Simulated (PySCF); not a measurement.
C$_{4}$H$_{13}$FGeSi (SMILES [CH3][Ge]([CH3])([CH3])[CH2][SiH2]F), singlet, at a GFN2-xTB geometry, atoms displaced at random by about 0.08 Å a coordinate; PBE0/STO-3G, gradient by finite differences in PySCF.

PySCF was given this input:
```python
from pyscf import gto, scf, dft

mol = gto.Mole()
mol.atom = '''
    Si    2.361693   -0.228068   -0.261933
    F     2.074122   -0.638280    1.170473
    C     0.982069    1.035718   -0.681979
    Ge   -0.875541    0.080420   -0.050584
    C    -2.374989    1.328494   -0.822415
    C    -1.028300   -1.688348   -0.804221
    C    -0.884883    0.205232    1.797031
    H     3.554741    0.583212   -0.189863
    H     2.604565   -1.269115   -0.966504
    H     1.117629    1.828321   -0.130193
    H     1.005862    1.154862   -1.618330
    H    -2.122469    1.221605   -1.976084
    H    -3.250705    0.970109   -0.646087
    H    -2.125835    2.325376   -0.383473
    H    -0.259496   -2.352982   -0.488342
    H    -0.778754   -1.766323   -2.013110
    H    -1.982789   -2.053338   -0.567921
    H    -0.230859   -0.441923    2.360358
    H    -1.042481    1.084252    2.405386
    H    -1.956649   -0.442504    2.295558
'''
mol.basis = 'sto-3g'
mol.charge = 0
mol.spin = 0
mol.verbose = 4
mol.build()

mf = dft.RKS(mol)
mf.xc = 'pbe0'
mf.conv_tol = 1e-11
mf.kernel()
scan, done = mf.as_scanner(), []
scan.scf_summary = {}
def energy(d):
    c = mol.atom_coords()
    c[9, 0] += d
    e = scan(mol.set_geom_(c, unit='Bohr', inplace=False))
    done.append(scan.converged)
    return e
h = 1e-5
fd = (energy(h) - energy(-h)) / (2 * h)
print('dE/dx =', fd)
```

Output, abridged:

```
PySCF version 2.14.0

[INPUT] verbose = 4
[INPUT] num. atoms = 20
[INPUT] num. electrons = 92
[INPUT] charge = 0
[INPUT] spin (= nelec alpha-beta = 2S) = 0
[INPUT] symmetry False subgroup None
[INPUT] Mole.unit = angstrom
[INPUT] Symbol           X                Y                Z      unit          X                Y                Z       unit  Magmom
[...]
nuclear repulsion = 696.318596040843
number of shells = 41
number of NR pGTOs = 195
number of NR cGTOs = 65
basis = sto-3g
ecp = {}

******** <class 'pyscf.dft.rks.RKS'> ********
method = RKS
initial guess = minao
damping factor = 0
level_shift factor = 0
DIIS = <class 'pyscf.scf.diis.CDIIS'>
diis_start_cycle = 1
diis_space = 8
diis_damp = 0
SCF conv_tol = 1e-11
SCF conv_tol_grad = None
SCF max_cycles = 50
direct_scf = True
direct_scf_tol = 1e-13
XC library pyscf.dft.libxc version 7.1.2
    S. Lehtola, C. Steigemann, M. J. T. Oliveira, and M. A. L. Marques,  SoftwareX 7, 1–5 (2018)
XC functionals = pbe0
    C. Adamo and V. Barone,  J. Chem. Phys. 110, 6158 (1999)
    M. Ernzerhof and G. E. Scuseria,  J. Chem. Phys. 110, 5029 (1999)
radial grids:
    Treutler-Ahlrichs [JCP 102, 346 (1995); DOI:10.1063/1.469408] (M4) radial grids

becke partition: Becke, JCP 88, 2547 (1988); DOI:10.1063/1.454033
pruning grids: <function nwchem_prune>
grids dens level: 3
symmetrized grids: False
atomic radii adjust function: <function treutler_atomic_radii_adjust>
small_rho_cutoff = 0
Set gradient conv threshold to 3.16228e-06
Initial guess from minao.
tot grids = 238064
init E= -2593.07836169623
[...]
cycle= 1 E= -2595.0233997647  delta_E= -1.95  |g|= 0.754  |ddm|=  5.1
[...]
cycle= 2 E= -2595.0966000883  delta_E= -0.0732  |g|= 0.665  |ddm|=  2.4
[...]
cycle= 3 E= -2595.25553693496  delta_E= -0.159  |g|= 0.0692  |ddm|= 1.14
[...]
cycle= 4 E= -2595.25685688233  delta_E= -0.00132  |g|= 0.03  |ddm|= 0.138
[...]
cycle= 5 E= -2595.25714393754  delta_E= -0.000287  |g|= 0.00474  |ddm|= 0.0476
[...]
cycle= 6 E= -2595.25715183723  delta_E= -7.9e-06  |g|= 0.00163  |ddm|= 0.01
[...]
cycle= 7 E= -2595.25715269524  delta_E= -8.58e-07  |g|= 0.000332  |ddm|= 0.00265
[...]
cycle= 8 E= -2595.25715273137  delta_E= -3.61e-08  |g|= 7.76e-05  |ddm|= 0.000636
[...]
cycle= 9 E= -2595.25715273366  delta_E= -2.29e-09  |g|= 1.18e-05  |ddm|= 0.000148
[...]
cycle= 10 E= -2595.2571527337  delta_E= -3.77e-11  |g|= 3.4e-06  |ddm|= 2.2e-05
[...]
cycle= 11 E= -2595.2571527337  delta_E= 3.18e-12  |g|= 8.89e-07  |ddm|= 6.85e-06
[...]
[...]
converged SCF energy = -2595.25715273368
converged SCF energy = -2595.25715289925
[...]
  12 H     -2.122469000000   1.221605000000  -1.976084000000 AA   -4.010885117879   2.308498882399  -3.734257559135 Bohr
  13 H     -3.250705000000   0.970109000000  -0.646087000000 AA   -6.142942161754   1.833240320976  -1.220927482642 Bohr
  14 H     -2.125835000000   2.325376000000  -0.383473000000 AA   -4.017245936015   4.394323776637  -0.724658946165 Bohr
  15 H     -0.259496000000  -2.352982000000  -0.488342000000 AA   -0.490376370420  -4.446491556031  -0.922832635122 Bohr
  16 H     -0.778754000000  -1.766323000000  -2.013110000000 AA   -1.471631778410  -3.337866717520  -3.804226558623 Bohr
  17 H     -1.982789000000  -2.053338000000  -0.567921000000 AA   -3.746928172800  -3.880246461162  -1.073215150389 Bohr
  18 H     -0.230859000000  -0.441923000000   2.360358000000 AA   -0.436260283391  -0.835113438146   4.460430175926 Bohr
  19 H     -1.042481000000   1.084252000000   2.405386000000 AA   -1.970003580063   2.048939330012   4.545520763863 Bohr
  20 H     -1.956649000000  -0.442504000000   2.295558000000 AA   -3.697530731904  -0.836211369025   4.337975923054 Bohr

******** <class 'pyscf.scf.hf.RKS_Scanner'> ********
method = RKS_Scanner
initial guess = minao
damping factor = 0
level_shift factor = 0
DIIS = <class 'pyscf.scf.diis.CDIIS'>
diis_start_cycle = 1
diis_space = 8
diis_damp = 0
SCF conv_tol = 1e-11
SCF conv_tol_grad = None
SCF max_cycles = 50
direct_scf = True
direct_scf_tol = 1e-13
XC library pyscf.dft.libxc version 7.1.2
    S. Lehtola, C. Steigemann, M. J. T. Oliveira, and M. A. L. Marques,  SoftwareX 7, 1–5 (2018)
XC functionals = pbe0
    C. Adamo and V. Barone,  J. Chem. Phys. 110, 6158 (1999)
    M. Ernzerhof and G. E. Scuseria,  J. Chem. Phys. 110, 5029 (1999)
radial grids:
    Treutler-Ahlrichs [JCP 102, 346 (1995); DOI:10.1063/1.469408] (M4) radial grids

becke partition: Becke, JCP 88, 2547 (1988); DOI:10.1063/1.454033
pruning grids: <function nwchem_prune>
grids dens level: 3
symmetrized grids: False
atomic radii adjust function: <function treutler_atomic_radii_adjust>
small_rho_cutoff = 0
Set gradient conv threshold to 3.16228e-06
tot grids = 238064
init E= -2595.25715291876
[...]
cycle= 1 E= -2595.25715256811  delta_E= 3.51e-07  |g|= 9.8e-07  |ddm|= 1.21e-05
[...]
cycle= 2 E= -2595.25715256811  delta_E= 2.73e-12  |g|= 9.87e-07  |ddm|= 3e-06
[...]
Extra cycle  E= -2595.25715256812  delta_E= -6.37e-12  |g|= 1.14e-06  |ddm|= 3.07e-06
converged SCF energy = -2595.25715256812
dE/dx = -0.016556850823690183
```
